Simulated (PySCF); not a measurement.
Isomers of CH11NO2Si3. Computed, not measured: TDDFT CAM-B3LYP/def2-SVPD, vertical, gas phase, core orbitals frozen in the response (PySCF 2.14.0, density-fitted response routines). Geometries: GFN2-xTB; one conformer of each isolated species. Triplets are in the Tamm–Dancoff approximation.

A. `CN[SiH2]O[SiH2]O[SiH3]`
B. `CN[SiH2][Si](O)(O)[SiH3]`
C. `NC[SiH2]O[SiH2]O[SiH3]`

Lowest singlet levels (six at most, fewer where fewer were computed) with oscillator strengths:

1. 5.20 eV (f 0.018); 5.47 eV (f 0.013); 5.66 eV (f 0.103); 5.94 eV (f 0.023); 6.49 eV (f 0.023); 6.67 eV (f 0.058); T1 4.72 eV
2. 5.80 eV (f 0.020); 6.41 eV (f 0.014); 6.87 eV (f 0.004); 6.92 eV (f 0.017); 7.18 eV (f 0.022); 7.32 eV (f 0.021); T1 5.50 eV
3. 6.13 eV (f 0.005); 6.45 eV (f 0.012); 7.32 eV (f 0.011); 7.39 eV (f 0.003); 7.47 eV (f 0.013); 7.51 eV (f 0.016); T1 5.88 eV

**Question.** Which spectrum belongs to which structure?

**Answer.** 1 = B, 2 = C, 3 = A.
- A: S1 at 6.13 eV, HOMO→LUMO+1 (40%), HOMO→LUMO+2 (34%), HOMO→LUMO (16%); Löwdin shares by element: HOMO nitrogen 57%, carbon 12%, silicon 10% or more, hydrogen 6% or more (atoms not listed hold the other 16%); LUMO silicon 48%, oxygen 7% or more (atoms not listed hold the other 44%); HOMO -8.29 and LUMO 0.93 eV.
- B: S1 at 5.20 eV, HOMO→LUMO (87%); Löwdin shares by element: HOMO nitrogen 51%, silicon 12% or more, carbon 10%, hydrogen 8% or more (atoms not listed hold the other 19%); LUMO silicon 58%, hydrogen 7% or more (atoms not listed hold the other 36%); HOMO -8.15 and LUMO 0.18 eV.
- C: S1 at 5.80 eV, HOMO→LUMO (61%), HOMO→LUMO+3 (16%), HOMO→LUMO+1 (9%); Löwdin shares by element: HOMO nitrogen 49%, carbon 19%, silicon 11% or more, hydrogen 4% or more (atoms not listed hold the other 17%); LUMO silicon 48%, oxygen 7% or more (atoms not listed hold the other 45%); HOMO -8.04 and LUMO 0.74 eV.

Without π bonds the low states are Rydberg-like; a valence basis with one diffuse set may place them up to an eV too high.
